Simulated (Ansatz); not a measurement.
One change: `C=[CH][In]([F])[Cl]` becomes `C=[CH][InH][F]`.

Ansatz, PBE0-D4/def2-TZVP geometries, multiplicity 1. Each molecule was computed in one conformer, which needn't be the lowest.

Elements past krypton have def2 core potentials.

```tsv
property	`C=[CH][In]([F])[Cl]`
HOMO–LUMO gap (PBE0/def2-TZVPP) / eV	6.84
size of the dipole moment (ωB97M-V/def2-TZVPP) / D	4.02
HOMO–LUMO gap (ωB97M-V/def2-TZVPP) / eV	10.78
LUMO energy (PBE0/def2-TZVPP) / eV	-1.87
ideal-gas entropy at 298 K and 1 bar (rigid rotor, harmonic PBE0-D4/def2-TZVP) / J/(mol·K)	375
size of the dipole moment (B3LYP/def2-TZVPP) / D	4.12
```

Question: Give the same properties after the change, and the shifts. (An estimate is asked.)

Answer: Ansatz gave: 
```csv
property,`C=[CH][InH][F]`,shift
HOMO–LUMO gap (PBE0/def2-TZVPP) / eV,6.45,-0.39
size of the dipole moment (ωB97M-V/def2-TZVPP) / D,3.25,-0.77
HOMO–LUMO gap (ωB97M-V/def2-TZVPP) / eV,10.22,-0.56
LUMO energy (PBE0/def2-TZVPP) / eV,-1.74,0.13
"ideal-gas entropy at 298 K and 1 bar (rigid rotor, harmonic PBE0-D4/def2-TZVP) / J/(mol·K)",333,-42
size of the dipole moment (B3LYP/def2-TZVPP) / D,3.27,-0.85
```

With PBE0 the HOMO rises by 0.53 eV and the LUMO rises by 0.13 eV, so the gap narrows by about 0.40 eV. PBE moves the HOMO by 0.46 eV and ωB97M-V by 0.55 eV. Dipoles are sizes alone; their direction can turn. Modes under 60 cm⁻¹, often nearly free rotors, make the harmonic entropy too high.

B3LYP here is the variant with VWN-RPA as its local correlation; programs differ in this.
